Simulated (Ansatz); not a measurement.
A run for Ansatz (a quantum-chemistry and plane-wave program): R-BLYP/def2-TZVPP on H3NOSn (SMILES [NH2][Sn][OH]), a point of a torsion scan. Elements past Kr take the def2 small-core potentials; no spin–orbit coupling.

Ansatz 0.2 input:
```yaml
crystal:
  periodic: [false, false, false]
  atoms:
    - {symbol: N, position_ang: [-1.15825355, -0.17053624, 0.13948659]}
    - {symbol: Sn, position_ang: [0.61367560, -0.58659518, 1.13594576]}
    - {symbol: O, position_ang: [0.23179308, -2.54979093, 1.51068159]}
    - {symbol: H, position_ang: [-2.04370669, -0.63101233, 0.30613980]}
    - {symbol: H, position_ang: [-1.37574857, 0.73887292, -0.24782644]}
    - {symbol: H, position_ang: [-0.55692249, -3.00020906, 1.21825851]}
basis:
  gaussian:
    orbitals: def2-TZVPP
hamiltonian:
  xc: {name: BLYP}
scf: {lower_state_search: off}
```

Question: Predict the final total energy.

Answer: -346.1175 hartree.
